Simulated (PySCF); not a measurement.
Sm⁵⁴⁺ (samarium, charge +54) across methods

[He] 2s2 2p4, high-spin 3P determinant. All numbers are calculated (PySCF 2.14, the spin-free X2C one-electron Hamiltonian (Gaussian nucleus), in an even-tempered Gaussian basis (19 s from 29 bohr⁻², ratio 2.2; 13 p from 37 bohr⁻², ratio 2.2; 6 d from 150 bohr⁻², ratio 2.4; 5 f from 230 bohr⁻², ratio 2.4; 4 g from 340 bohr⁻², ratio 2.4)).

```csv
method,E (hartree),mean ε 2s β (eV),mean ε 2p α (eV),mean ε 2p β (eV),Σ⟨r²⟩ (bohr²),⟨S²⟩
PBE,-6706.87,-11825.0,-11151.7,-11105.2,0.05467,2.000
UHF,-6706.59622,-11943.5,-11293.4,-11235.9,0.05461,2.000
LDA,-6699.39,-11816.1,-11146.6,-11094.2,0.05471,2.000
r2SCANh,-6707.23,-11846.1,-11181.7,-11131.4,0.05462,2.000
r2SCAN,-6707.27,-11835.1,-11169.2,-11119.7,0.05463,2.000
M06-L,-6707.39,-11833.3,-11170.7,-11118.7,0.05459,2.000
PBE0,-6706.87,-11855.1,-11187.4,-11138.3,0.05465,2.000
```

Spin-orbit coupling is strong in this species (close to jj coupling), so the high-spin LS determinant is a model state, not a physical level.
